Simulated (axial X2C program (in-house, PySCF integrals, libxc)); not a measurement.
## Spin–orbit effects along a row: molecules with Br (ions), HF

Computed with an axial X2C code built on PySCF integrals, spin-free (one-electron X2C) or two-component (2c: spin–orbit coupling with atomic mean-field Coulomb and Gaunt terms, which also bring small scalar terms), in Dyall basis sets with cores contracted in-house; open shells are unrestricted.

Basis sets: Br dyall-cv3z, Ca dyall-cv3z, Co dyall-cv3z, Cr dyall-cv3z, Ge dyall-cv3z, K dyall-cv3z, Sc dyall-cv3z, Ti dyall-cv3z, V dyall-cv3z.

| molecule | spin-free state | Re (Å) | ωe (cm⁻¹) | De (eV) | 2c state | Re 2c (Å) | ωe 2c (cm⁻¹) | De 2c (eV) |
| --- | --- | --- | --- | --- | --- | --- | --- | --- |
| KBr⁺ | M_S = 1/2, Λ = 1 | 3.512 | 74.6 | 0.06 | Ω = 3/2 | 3.512 | 74.7 | 0.04 |
| CaBr⁺ | M_S = 0, Λ = 0 | 2.529 | 341.6 | 2.59 | Ω = 0 | 2.530 | 341.3 | 2.43 |
| ScBr⁺ | M_S = 1/2, Λ = 2 | 2.440 | 353.8 | 2.54 | Ω = 3/2 | 2.441 | 353.2 | n/a |
| TiBr⁺ | M_S = 1, Λ = 2 | 2.387 | 341.6 | 2.07 | Ω = 1 | 2.388 | 341.0 | n/a |
| VBr⁺ | M_S = 3/2, Λ = 0 | 2.344 | 350.6 | 2.08 | Ω = 3/2 | 2.345 | 350.0 | n/a |
| CrBr⁺ | M_S = 2, Λ = 1 | 2.324 | 350.8 | 0.76 | Ω = 1 | 2.324 | 350.5 | 0.62 |
| CoBr⁺ | M_S = 3/2, Λ = 2 | 2.249 | 346.0 | n/a | Ω = 7/2 | 2.251 | 344.4 | n/a |
| GeBr⁺ | M_S = 0, Λ = 0 | 2.195 | 378.1 | 2.73 | Ω = 0 | 2.196 | 377.3 | n/a |

Q: Work out the shifts from the spin-free to the two-component result.

A: 

```csv
molecule,2c state,ΔRe (Å),Δωe (cm⁻¹),ΔDe (eV)
KBr⁺,Ω = 3/2,0.000,0.1,-0.02
CaBr⁺,Ω = 0,0.001,-0.3,-0.16
ScBr⁺,Ω = 3/2,0.001,-0.6,n/a
TiBr⁺,Ω = 1,0.001,-0.6,n/a
VBr⁺,Ω = 3/2,0.001,-0.6,n/a
CrBr⁺,Ω = 1,0.000,-0.3,-0.14
CoBr⁺,Ω = 7/2,0.002,-1.6,n/a
GeBr⁺,Ω = 0,0.001,-0.8,n/a
```

Shifts of one unit in the last digit are rounding.

Fragments in 2c: Br + K+, Br + Ca+, Br + Sc+, Br + Ti+, Br + V+, Br + Cr+, Br + Co+, Br + Ge+. Each entry is the lowest single determinant of a limited PBE0 search at one distance. De goes to single-determinant-based atoms at the same level (for ions the charge split of lowest energy) and is withheld (n/a) where an atom does not fit its ground term or J level. Main or longest-lived isotopes. One determinant is a doubtful description, or other states lie close, for KBr⁺, ScBr⁺, TiBr⁺, VBr⁺, CrBr⁺, CoBr⁺; these need not be ground states, and all values refer to the states named. Some open-shell Ω = 0 determinants are out of reach, so the Ω given for CrBr⁺ need not be the lowest component. With several unpaired electrons the Ω given is that of one determinant, not necessarily of the lowest component. Where the atoms have a lower orbital projection than the molecule, De at mean-field level may be about a tenth of an eV too small.
